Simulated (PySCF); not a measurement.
Molecule: `C([C@@H](OB)F)C`, C₃H₈BFO.

Molfile (atoms numbered from 1):
```
C3H8BFO
     RDKit          3D

 14 13  0  0  0  0  0  0  0  0999 V2000
    2.1232   -0.8007    0.3928 B   0  0  0  0  0  0  0  0  0  0  0  0
    1.1832   -0.4977   -0.5220 O   0  0  0  0  0  0  0  0  0  0  0  0
    0.4708    0.7018   -0.5087 C   0  0  1  0  0  0  0  0  0  0  0  0
    0.8827    1.4305   -1.5823 F   0  0  0  0  0  0  0  0  0  0  0  0
   -1.0107    0.4352   -0.6192 C   0  0  0  0  0  0  0  0  0  0  0  0
   -1.5741   -0.3418    0.5573 C   0  0  0  0  0  0  0  0  0  0  0  0
    2.6773   -1.8661    0.2761 H   0  0  0  0  0  0  0  0  0  0  0  0
    2.3666   -0.0204    1.2892 H   0  0  0  0  0  0  0  0  0  0  0  0
    0.7274    1.2729    0.4041 H   0  0  0  0  0  0  0  0  0  0  0  0
   -1.5078    1.4129   -0.7196 H   0  0  0  0  0  0  0  0  0  0  0  0
   -1.1707   -0.1065   -1.5654 H   0  0  0  0  0  0  0  0  0  0  0  0
   -1.4268    0.1964    1.5075 H   0  0  0  0  0  0  0  0  0  0  0  0
   -1.0944   -1.3277    0.6495 H   0  0  0  0  0  0  0  0  0  0  0  0
   -2.6540   -0.5082    0.4362 H   0  0  0  0  0  0  0  0  0  0  0  0
  1  2  1  0
  2  3  1  0
  3  4  1  0
  3  5  1  0
  5  6  1  0
  1  7  1  0
  1  8  1  0
  3  9  1  1
  5 10  1  0
  5 11  1  0
  6 12  1  0
  6 13  1  0
  6 14  1  0
M  END
```

Geometry PBE0-D3(BJ)/def2-SVP throughout; GIAO in PySCF, gas phase, one conformer, non-relativistic; equivalent atoms averaged; basis pcSseg-1.

For orientation, PBE0 gives these absolute shieldings σ: B1 52.5, O2 62.7, C5 153.8, C6 174.9, F4 305.7, H7/H8 26.03, H9 26.06, H11 29.42, H12/H13/H14 30.41 ppm.

A run gave: B1 52.9, O2 64.5, C5 152.9, C6 173.8, F4 306.7, H7/H8 26.13, H9 26.11, H11 29.47, H12/H13/H14 30.45 ppm (absolute shieldings σ).

Problem. Which functional was used in that run?
A. wB97X-D
B. LC-wPBE
C. BHandHLYP
D. B97-2
E. mPW1PW91

Solution. E. O2 tells them apart best: mPW1PW91 gives 64.5, BHandHLYP gives 81.3, B97-2 gives 71.2, LC-wPBE gives 82.0, wB97X-D gives 75.7 ppm.
